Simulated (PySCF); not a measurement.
Compound: C4H8F3OPSi.
Numbering: `[CH3:1][C@@H:2]1[C@H:3]([SiH3:4])[P@@:5]1(=[O:6])[C:7]([F:8])([F:9])[F:10]` (hydrogens: H11, H12, H13 on C1; H14 on C2; H15 on C3; H16, H17, H18 on Si4)

The same species was optimised twice, with GFN2-xTB and with PBE0-D3(BJ)/def2-SVP (PySCF), and the same property calculations (PySCF, gas phase) were run on both structures.

```
     coordinate  GFN2-xTB  PBE0-D3(BJ)/def2-SVP  change
      P5=O6 (Å)     1.463                 1.489  +0.026
      C2–P5 (Å)     1.807                 1.788  -0.019
      C3–P5 (Å)     1.795                 1.784  -0.011
     C3–Si4 (Å)     1.893                 1.884  -0.009
      C7–F9 (Å)     1.335                 1.328  -0.007
      P5–C7 (Å)     1.882                 1.875  -0.007
     C7–F10 (Å)     1.332                 1.328  -0.004
      C1–C2 (Å)     1.506                 1.508  +0.002
      C2–C3 (Å)     1.573                 1.576  +0.003
      C7–F8 (Å)     1.336                 1.338  +0.002
  Si4–C3–P5 (°)     117.3                 119.8    +2.5
   C2–P5–C7 (°)     110.2                 108.1    -2.1
   C1–C2–P5 (°)     117.9                 120.0    +2.1
   P5–C7–F8 (°)     112.5                 110.6    -1.9
  C2–C3–Si4 (°)     120.6                 122.4    +1.8
   C3–P5–C7 (°)     109.6                 108.0    -1.6
   O6–P5–C7 (°)     114.5                 116.0    +1.5
   C1–C2–C3 (°)     118.8                 120.2    +1.4
C3–P5–C7–F8 (°)        32                    28      -4
```

Rotational constants: A = 1614, B = 631.1, C = 598.9 MHz (GFN2-xTB) against A = 1568, B = 639.8, C = 605.8 MHz (PBE0-D3(BJ)/def2-SVP). Point groups within 0.08 Å: C1 and C1.

On the GFN2-xTB structure: HOMO (eV) -7.63 [PBE0/pcSseg-1]; LUMO (eV) 0.12 [PBE0/pcSseg-1]; dipole (D) 3.83 [PBE0/pcSseg-1]; GIAO shielding of C1 (ppm) 176.3 [PBE0/pcSseg-1]; GIAO shielding of C2 (ppm) 163.2 [PBE0/pcSseg-1]; GIAO shielding of C3 (ppm) 175.5 [PBE0/pcSseg-1]; GIAO shielding of Si4 (ppm) 434.2 [PBE0/pcSseg-1]; GIAO shielding of P5 (ppm) 380.0 [PBE0/pcSseg-1]; GIAO shielding of O6 (ppm) 325.9 [PBE0/pcSseg-1]; GIAO shielding of C7 (ppm) 54.3 [PBE0/pcSseg-1]; GIAO shielding of F8/F9/F10 (mean) (ppm) 252.3 [PBE0/pcSseg-1].

Q: What do these properties become on the PBE0-D3(BJ)/def2-SVP structure?

A: 
```json
{"property": "HOMO (eV)", "level": "PBE0/pcSseg-1", "on GFN2-xTB": "-7.63", "on PBE0-D3(BJ)/def2-SVP": "-7.68", "change": "-0.05"}
{"property": "LUMO (eV)", "level": "PBE0/pcSseg-1", "on GFN2-xTB": "0.12", "on PBE0-D3(BJ)/def2-SVP": "0.04", "change": "-0.08"}
{"property": "dipole (D)", "level": "PBE0/pcSseg-1", "on GFN2-xTB": "3.83", "on PBE0-D3(BJ)/def2-SVP": "3.82", "change": "-0.01"}
{"property": "energy, GFN2-xTB geometry as zero (kcal/mol)", "level": "PBE0/pcSseg-1", "on GFN2-xTB": "0.0", "on PBE0-D3(BJ)/def2-SVP": "-2.2", "change": "-2.2"}
{"property": "GIAO shielding of C1 (ppm)", "level": "PBE0/pcSseg-1", "on GFN2-xTB": "176.3", "on PBE0-D3(BJ)/def2-SVP": "174.3", "change": "-2.0"}
{"property": "GIAO shielding of C2 (ppm)", "level": "PBE0/pcSseg-1", "on GFN2-xTB": "163.2", "on PBE0-D3(BJ)/def2-SVP": "163.2", "change": "0.0"}
{"property": "GIAO shielding of C3 (ppm)", "level": "PBE0/pcSseg-1", "on GFN2-xTB": "175.5", "on PBE0-D3(BJ)/def2-SVP": "175.7", "change": "+0.2"}
{"property": "GIAO shielding of Si4 (ppm)", "level": "PBE0/pcSseg-1", "on GFN2-xTB": "434.2", "on PBE0-D3(BJ)/def2-SVP": "429.5", "change": "-4.7"}
{"property": "GIAO shielding of P5 (ppm)", "level": "PBE0/pcSseg-1", "on GFN2-xTB": "380.0", "on PBE0-D3(BJ)/def2-SVP": "372.1", "change": "-7.9"}
{"property": "GIAO shielding of O6 (ppm)", "level": "PBE0/pcSseg-1", "on GFN2-xTB": "325.9", "on PBE0-D3(BJ)/def2-SVP": "322.9", "change": "-3.0"}
{"property": "GIAO shielding of C7 (ppm)", "level": "PBE0/pcSseg-1", "on GFN2-xTB": "54.3", "on PBE0-D3(BJ)/def2-SVP": "55.6", "change": "+1.3"}
{"property": "GIAO shielding of F8/F9/F10 (mean) (ppm)", "level": "PBE0/pcSseg-1", "on GFN2-xTB": "252.3", "on PBE0-D3(BJ)/def2-SVP": "255.8", "change": "+3.5"}
```

The heavy atoms differ by 0.071 Å rms after alignment. Among bonds between heavy atoms P5=O6 changes most (+0.026 Å). Changes are differences of the printed values. Neither structure is proved a minimum here.

Shape of the structure used: `[CH3:1][C@@H:2]1[C@H:3]([SiH3:4])[P@@:5]1(=[O:6])[C:7]([F:8])([F:9])[F:10]`: C3–P5–C7–F8 28°.
